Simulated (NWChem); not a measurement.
Molecule: benzotriazole (C$_{6}$H$_{5}$N$_{3}$); SMILES c1ccc2[nH]nnc2c1

Results from NWChem. The geometry was optimised at PBE0/def2-SVP. Not confirmed as a minimum by frequencies. Level: M06-2X/def2-SVP with COSMO at NWChem's default radii, gas-phase geometry; rows give the dielectric constant.

```csv
dielectric constant,electrostatic solvation energy (kcal/mol),dipole in solution (D)
1.5,-3.1,4.40
2.4,-5.7,4.76
3.9,-7.5,5.03
11.7,(withheld),(withheld)
78.4,-10.5,5.52
```

Fill in the missing entries.


- 11.7, electrostatic solvation energy (kcal/mol): -9.5
- 11.7, dipole in solution (D): 5.36
